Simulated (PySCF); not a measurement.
C2H4F2Si, SMILES [SiH2](F)C(=C)F. Atoms are numbered in the order given.

```xyz
9

C     -1.3904     1.2054     0.0000
C     -0.0990     0.8658     0.0000
F      0.8647     1.8264     0.0000
Si     0.5981    -0.8797     0.0000
F     -0.6855    -1.8856     0.0000
H     -2.1486     0.4205     0.0000
H     -1.7097     2.2511     0.0000
H      1.4046    -1.1243    -1.2187
H      1.4046    -1.1243     1.2187
```
Charge 0, spin multiplicity 1.

Coordinates come from a TPSSh-D3(BJ)/def2-SVP optimisation. This is a generated structure with no PubChem entry under its InChIKey; it may be hypothetical. One conformer was computed; it need not be the lowest.

Calculation: CAM-B3LYP/def2-TZVP run with PySCF.

```json
{
 "total_energy": "-567.87734 hartree",
 "point_group": "Cs",
 "highest_occupied_level": "-9.33 eV",
 "lowest_empty_level": "0.52 eV",
 "orbital_gap": "9.85 eV",
 "dipole_moment": "0.033 e·Å",
 "quadrupole, principal values (traceless, Buckingham form, about the centre of nuclear charge)": "-7.45, -0.02, 7.48 D·Å",
 "mean_static_polarisability": "48.5 bohr³ (7.19 Å³)",
 "polarisability_principal_values": "38.4, 44.3, 62.9 bohr³"
}
```
